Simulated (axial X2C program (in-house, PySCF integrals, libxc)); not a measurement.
# Nuclear properties of BeB⁻

Calculated with an in-house all-electron X2C program for linear molecules (integrals from PySCF): two-component X2C with atomic mean-field Coulomb and Gaunt terms, Gaussian nuclei, basis B dyall-av3z, Be dyall-av3z with contracted cores.

R = 1.790 Å (near the PBE0 minimum at charge -1 of the determinant lowest at the starting distance; the state shown can have its own minimum elsewhere).

Determinant lowest in the PBE0 search, Ω = 1 (⟨Sz⟩ = 1.00, ⟨Lz⟩ = 0.00 at PBE0), spin on the atoms B 1.01, Be -0.01:

| level | Eeff magnitude (GV/cm) | Ws magnitude B (kHz) | Ws magnitude Be (kHz) | A∥/gI B (MHz) | qzz B (a.u.) | A∥/gI Be (MHz) | qzz Be (a.u.) |
| --- | --- | --- | --- | --- | --- | --- | --- |
| PBE0 | 0.008 | 0.00248 | 0.000758 | 25.1 | -0.04 | -26.5 | -0.06 |
| HF | 0.0102 | 0.00329 | 0.000804 | 53.4 | -0.12 | -36 | -0.12 |
| B3LYP | 0.00756 | 0.00227 | 0.000792 | 33.4 | -0.04 | -32.7 | -0.05 |
| BHandHLYP | 0.00858 | 0.00259 | 0.000877 | 34.8 | -0.06 | -32.8 | -0.07 |
| r2SCAN | 0.00823 | 0.00262 | 0.000757 | 44.4 | -0.05 | -29.4 | -0.07 |

Eeff is the effective electric field on the electron electric dipole moment in this Ω state and Ws the scalar–pseudoscalar constant of the nucleus named (defined with the proton number Z and per Ω); A∥ (defined per Ω) follows by multiplying with gI = μI/(I μN); qzz is the electric field gradient, eQq0 = 234.96 MHz × Q/barn × qzz. The operators were transformed with the bare-nucleus X2C matrices; with these basis sets, hyperfine constants and field gradients can be off by tens of per cent, and where levels differ in sign neither size nor sign is settled.

Q: With gI(9Be) = -0.7850 (g factors from the IAEA table of nuclear moments by Stone), turn the PBE0 values of the first state into constants in MHz.

A: A∥(9Be) = -26.5 × -0.7850 = 20.8 MHz.

Each state is one determinant with collinear spin, which with several unpaired electrons need not be a pure state. Unrestricted Hartree–Fock can overshoot spin polarisation at the nuclei. For an anion, determinants above electron detachment, or with a positive highest level, are held by the basis set. With several open shells hyperfine constants can be off by a factor of several. Open-shell Ω = 0 determinants with evenly filled partner blocks cannot be reached by this program, so the Ω shown need not be the lowest component. At HF a later determinant lies lower. States lie within half an eV, so the first need not be the ground state. Further determinants of the search, some of them spin-mixed, are not shown. Where a field gradient or hyperfine factor spreads by more than a factor of two over the levels, a constant derived from it is not to be relied on.
